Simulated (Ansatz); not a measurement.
Basis-set extrapolation for `OBB(F)[SiH3]` (PBE0-D4/def2-TZVP geometry, frozen core, the Gaussian-basis code of Ansatz). Multiplicity 1, RHF reference.

```tsv
	def2-TZVPP	def2-QZVPP
HF	-515.687763	-515.707031
MP2 correlation	-0.802261	-0.867782
CCSD(T) correlation	-0.875585	not run
```

Energies in hartree. Use E(X) = E(∞) + A·exp(−7.88·√X) for Hartree–Fock and E(X) = E(∞) + B·X^(−2.97) for correlation, with X = 3 and 4, and add CCSD(T) minus MP2 of the smaller set to the MP2 limit.

What is the CCSD(T) energy at the basis-set limit?

HF limit: -515.707031 + (-0.019268) × 0.13774 = -515.70968. MP2 limit: -0.867782 + (-0.065521) × 0.74074 = -0.91632. Higher-order term: -0.875585 − (-0.802261) = -0.07332. Total: -516.69932 hartree, 357.0 kJ/mol below CCSD(T)/def2-TZVPP.
